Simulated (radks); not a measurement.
Fractional charge and spin in the 3s shell of aluminium: the spin-up occupation runs from 0 to 1 and the spin-down occupation from 0 to 1; the fullest corner is Al+, [Ne] 3s(up 1, down 1). Method: scalar-relativistic Kohn-Sham, PBE, spin-polarised, spherical densities, point nucleus; computed with a radial shooting solver on a logarithmic mesh with Libxc functionals. Energy (eV) minus the two flat planes that join the four corners (they meet along the diagonal where the two added fractions sum to one electron); zero is where a piecewise linear energy would lie.

down \ up       0    0.25     0.5    0.75       1
0           0.000  -0.824  -1.098  -0.823   0.000
0.25       -0.824  -0.967  -0.588   0.326  -0.745
0.5        -1.098  -0.588   0.433  -0.544  -0.996
0.75       -0.823   0.326  -0.544  -0.902  -0.747
1           0.000  -0.745  -0.996  -0.747   0.000

Corners above the fullest one (they belong to Al2+ and the next ion): (up 1, down 0) 18.793 eV, (up 0, down 1) 18.793 eV, (up 0, down 0) 47.668 eV. With half an added electron in each spin the energy lies 0.433 eV from the planes (fractional-spin error, the static-correlation error of a stretched bond), and with half an added electron in spin up alone -1.098 eV (fractional-charge error). For a frontier s shell over closed shells the exact functional lies on the planes.
